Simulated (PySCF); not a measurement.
# Ionisation energy of Kr²⁺ by level of theory

Kr²⁺ [Ar] 3d10 4s2 4p4 (3P) → Kr³⁺ [Ar] 3d10 4s2 4p3 (4S), as a difference of total energies. Calculation: PySCF 2.14, in aug-cc-pVTZ-PP with ECP10MDF (6s5p4d2f, 55 functions); a scalar-relativistic core potential. Correlated levels: valence: 3s2 3p6 3d10 frozen. The calculations carry no spin-orbit coupling.

```csv
method,ionisation energy (eV),difference from reference (eV)
UHF,34.336,-1.502
MP2 (valence),35.055,-0.783
SCS-MP2 (valence),35.129,-0.709
CCSD (valence),35.175,-0.663
CCSD(T) (valence),35.198,-0.640
```

Reference: 35.838 ± 0.02 eV (measured; NIST Atomic Spectra Database, ionization energies).

The reference lies between the lowest fine-structure levels, while these numbers refer to the centres of the terms.

Errors of the correlated levels include the incompleteness of this basis and the frozen core.
